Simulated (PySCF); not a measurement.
3-fluoro-2-(4-fluorothiophen-2-yl)thiophene (C₈H₄F₂S₂), SMILES Fc1csc(-c2sccc2F)c1.

Geometry optimised at B3LYP-D3(BJ)/def2-SVP. One conformer was computed; it need not be the lowest.

Level of theory: PySCF with PBE0/def2-SVP.

Gas-phase values at a fixed geometry.

Q: Estimate the frontier levels, gap, dipole moment and polarisability. (Estimate from the structure and the level; the computed values follow.)

A: 
- highest occupied level = -6.19 eV
- lowest empty level = -1.64 eV
- orbital gap = 4.55 eV
- dipole moment = 2.29 D
- quadrupole, principal values (traceless, Buckingham form, about the centre of nuclear charge) = -9.38, -4.03, 13.41 D·Å
- mean static polarisability = 117.0 bohr³ (17.33 Å³)
- polarisability, principal values = 51.1, 116.6, 183.1 bohr³
